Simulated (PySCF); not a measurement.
## Assigning NMR signals

Structure with atom numbers: `[SiH3:1][NH:2][C@@H:3]1[CH:4]=[CH:5][CH2:6][CH2:7][Si@H:8]1[Cl:9]`; H(Xn) means a hydrogen on atom n. Ha(C6), Ha(C7) are cis to N2 on the ring; Hb(C6), Hb(C7) are trans to N2 on the ring.

- NMR shieldings at PBE0/pcSseg-1/GIAO
- GFN2-xTB structure
- run in PySCF 2.14.0 with density-fitted response routines
- one computed conformer, gas phase, no relativistic terms, equivalent nuclei averaged

References, each an isolated molecule treated in the same way: TMS for ¹³C (σ = 186.93 ppm), ¹H (σ = 31.72 ppm).

Q: Assign these signals to the numbered atoms. ¹³C{¹H} NMR (computed): δ 137.7 (CH), 136.3 (CH), 44.1 (CH), 24.4 (CH2), 11.8 (CH2).

A: 
137.7 → C4, alkene CH: as expected for a trigonal carbon in a double bond
136.3 → C5, alkene CH
44.1 → C3, allylic sp3 CH bonded to N and Si: the inductive effect lowers its shielding
24.4 → C6, allylic sp3 CH2: aliphatic region, no heteroatom directly attached
11.8 → C7, sp3 CH2 bonded to Si: an electropositive neighbour leaves it electron-rich and shielded

C4 and C5 lie closer than the usual error of such a calculation, so a measured spectrum could show them in the other order.

Q: Assign these signals to the numbered atoms. ¹H NMR (500 MHz, computed): δ 6.26 (m, 1H), 6.01 (m, 1H), 5.10 (m, 1H), 4.72 (s, 3H), 2.56 (m, 1H), 2.54 (m, 1H), 2.44 (m, 1H), 0.97 (m, 1H), 0.63 (m, 1H), -0.68 (br s, 1H).

A: 
6.26 → H(C4), hydrogen on an alkene CH: olefinic region
6.01 → H(C5), hydrogen on an alkene CH
5.10 → H(Si8), hydrogen on a silicon bonded to 2 C, Cl, in a 6-membered ring
4.72 → H(Si1), hydrogen on a silicon bonded to N
2.56 → H(C3), hydrogen on an allylic sp3 CH bonded to N and Si: its carbon carries N, an electronegative neighbour
2.54 → Hb(C6), hydrogen on an allylic sp3 CH2: allylic position
2.44 → Ha(C6), hydrogen on an allylic sp3 CH2
0.97 → Hb(C7), hydrogen on an sp3 CH2 bonded to Si
0.63 → Ha(C7), hydrogen on an sp3 CH2 bonded to Si: an electropositive neighbour shields it, as in TMS itself
-0.68 → H(N2), hydrogen on a nitrogen bonded to C, Si: exchangeable, gas-phase position

H(C3) and Hb(C6); Hb(C6) and Ha(C6) lie closer than the usual error of such a calculation, so a measured spectrum could show them in the other order.

Exchangeable OH/NH protons stand at their gas-phase positions; hydrogen bonding in a real sample shifts them, mostly to higher δ. Shifts are as computed. Against solution values, carbons near 30 ppm lie about +3 ppm off and those near 130 ppm about +5 ppm. Of 1211 compounds with measured shifts, 218 miss one by over three times the rms of a fit or turn the order of signals round; such compounds aren't used in these exercises. No couplings were computed; multiplicities are counted from neighbouring protons, with m where these are inequivalent, close in shift, in a saturated or five-membered ring or joined by F or P, and br s for small geminal =CH2 splittings.
